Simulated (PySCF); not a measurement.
**Working with the constants of SbH**

UHF-CCSD(T) constants of SbH, ³Σ⁻ (triplet), unpaired electrons π ↑↑ (basis Sb def2-TZVP with ECP28, H def2-TZVP; scalar-relativistic core potentials; PySCF 2.14; masses 120.9038 and 1.0078 u):

| Quantity | Value |
| --- | --- |
| ωe | 1938.5 cm⁻¹ |
| ωexe | 36.2 cm⁻¹ |
| Be | 5.7579 cm⁻¹ |
| αe | 0.161 cm⁻¹ |
| De to Sb + H | 2.43 eV |

Task: What force constant and bond length do these constants imply?

Result: Reduced mass μred = 0.99949 u; k = 5.8918×10⁻⁷·μred·ωe² (u, cm⁻¹, mdyn/Å) = 2.21 mdyn/Å; Re = √(16.8576/(μred·Be)) (u, cm⁻¹, Å) = 1.711 Å.

Task: Estimate the centrifugal constant D from the Kratzer relation and find the Dunham coefficient a1.

Result: D = 4Be³/ωe² = 0.000203 cm⁻¹; a1 = −1 − αeωe/(6Be²) = -2.57.

Correlated steps freeze 4 core orbitals. These are scalar-relativistic numbers at best; spin–orbit coupling would shift them, the dissociation energy most. The state is the lowest determinant that a PBE0 search found; another state may lie lower at other levels.
